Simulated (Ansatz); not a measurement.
Abridged output of a molecular run in Ansatz:

```
Functional definition: HF
1607 factors; integrals over basis functions are off by at most 9.1e-4 eV
mean field evaluation 1: about -19569.6141 eV, gradient 3.6e1 eV
mean field evaluation 2: about -19569.9456 eV, gradient 3.6e1 eV
mean field evaluation 4: about -19573.8048 eV, gradient 4.4e0 eV
mean field evaluation 8: about -19573.8949 eV, gradient 3.5e-1 eV
mean field evaluation 16: about -19573.8957 eV, gradient 2.3e-6 eV
mean field -19573.89569001 eV, -719.3273989450 hartree, gradient 2.3e-6 eV, S^2 0.000000; 0 other end points of the search recorded, 0 dependent functions left out
13 core orbitals not correlated: weight in the atoms' cores, before any rotation towards them, 1.000 or more for the frozen orbitals, at most 0.000 for the correlated occupied ones
reference -19573.89569001 eV, -719.3273989450 hartree; 14, 14 occupied and 248, 248 virtual orbitals, 1607 factors
second order -20.73469776 eV of doubles, -0.00000000 eV of singles
cycle   1  -21.48849000 eV  change   -7.5e-1 eV  update   1.1e-1
cycle   2  -22.09086870 eV  change   -6.0e-1 eV  update   3.5e-2
cycle   3  -22.21016677 eV  change   -1.2e-1 eV  update   1.8e-2
cycle   4  -22.19962488 eV  change    1.1e-2 eV  update   5.6e-3
cycle   5  -22.19663538 eV  change    3.0e-3 eV  update   3.1e-3
cycle   6  -22.19705623 eV  change   -4.2e-4 eV  update   1.4e-3
cycle   7  -22.19663873 eV  change    4.2e-4 eV  update   6.6e-4
cycle   8  -22.19667377 eV  change   -3.5e-5 eV  update   2.6e-4
cycle   9  -22.19683216 eV  change   -1.6e-4 eV  update   1.1e-4
cycle  10  -22.19684021 eV  change   -8.1e-6 eV  update   4.1e-5
cycle  11  -22.19682358 eV  change    1.7e-5 eV  update   1.8e-5
perturbative correction -0.98684619 eV, -0.0362659286 hartree
Total energy: -19597.07935979 eV, -720.1793830947 hartree
```

Its atoms:

Cartesian coordinates in Å:
```
O 2.325 -0.890 -0.112
C 1.022 -1.136 -0.614
B -0.175 -0.439 0.111
Si -1.724 0.377 -0.649
Si -0.220 1.127 1.203
H 2.256 -0.790 0.840
H 0.795 -2.219 -0.592
H 1.043 -0.884 -1.680
H -2.963 0.679 0.104
H -1.894 0.650 -2.101
H 0.910 2.067 1.421
H -1.375 1.458 2.070
```

Problem. Which basis set was used?
A. cc-pV(D+d)Z
B. def2-SVP
C. def2-TZVPP
D. def2-SVPD

Solution. C. It gives 275 functions.

Problem. Write the keys of the input that set method, charge and spin (a neutral closed shell needs none for the last two).

Solution. 
```yaml
correlation: {method: ccsd_t}
```
